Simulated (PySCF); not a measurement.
A structure optimised at PBE0-D3(BJ)/def2-TZVPD, used in a PySCF frequency run:

```xyz
3

Cd     0.0000     0.0000     0.0000
H      0.0000     0.0000    -1.6773
H      0.0000     0.0000     1.6773
```
Charge 0, spin multiplicity 1.

Write its SMILES, formula and point group.

[CdH2], CdH2, D∞h

What are its rotational constants (standard atomic weights)?

89.110 GHz (linear rotor, B only)
